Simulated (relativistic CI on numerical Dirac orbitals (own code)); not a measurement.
Slater and spin-orbit integrals, Cs14+

These numbers are calculated, not measured: Dirac-Coulomb-Breit CI, separate exchange-only KLI orbitals for each configuration, a model potential for QED, unscaled Slater integrals (own radial code, finite nucleus).

Slater integrals F^k, G^k are unscaled and averaged over j, outside the closed core [Ar] 3d10; ζ comes from projecting the Hamiltonian with its Breit term on Σ l·s of the shell.

- 4s²4p⁶4d⁵: F^2(4d,4d) = 136220, F^4(4d,4d) = 92033, ζ(4d) = 8892.4 cm⁻¹; <r>(4d) = 0.7458, <r^2>(4d) = 0.6362 (bohr units).
- 4s²4p⁵4d⁶: ζ(4p) = 82660, F^2(4d,4d) = 136270, F^4(4d,4d) = 92069, F^2(4p,4d) = 141230, G^1(4p,4d) = 178870, G^3(4p,4d) = 112910, ζ(4d) = 8874.2 cm⁻¹; <r>(4p) = 0.6988, <r^2>(4p) = 0.5522, <r>(4d) = 0.7453, <r^2>(4d) = 0.6355 (bohr units).
- 4s²4p⁶4d⁴4f: F^2(4d,4d) = 136300, F^4(4d,4d) = 92086, ζ(4d) = 8933.5, F^2(4d,4f) = 129410, F^4(4d,4f) = 84736, G^1(4d,4f) = 150590, G^3(4d,4f) = 97824, G^5(4d,4f) = 70173, ζ(4f) = 672.77 cm⁻¹; <r>(4d) = 0.7453, <r^2>(4d) = 0.6354, <r>(4f) = 0.8033, <r^2>(4f) = 0.7464 (bohr units).

**Question.** Give the Racah parameters of the d shell in 4s²4p⁶4d⁵.

**Answer.** B = F²/49 − 5F⁴/441 = 1736 cm⁻¹ and C = 35F⁴/441 = 7304 cm⁻¹.

Averages of the first 10 configurations, taken without configuration mixing, which lowers the lowest level and can move excited configurations by several eV; other configurations of the list can lie among them:

```tsv
Configuration	Parity	States	Average energy above the lowest level (eV)
4s²4p⁶4d⁵	even	252	12.0
4s²4p⁵4d⁶	odd	1260	110.8
4s²4p⁶4d⁴4f	odd	2940	115.9
4s²4p⁶4d⁴5p	odd	1260	143.2
4s²4p⁶4d³4f5s	odd	3360	224.4
4s²4p⁶4d³5s5p	odd	1440	254.6
4p⁶4d⁷	even	120	350.5
4p⁵4d⁸	odd	270	447.4
4s²4p⁶4d³5s²	even	120	232.6
4s²4p⁶4d²4f5s²	odd	630	338.5
```
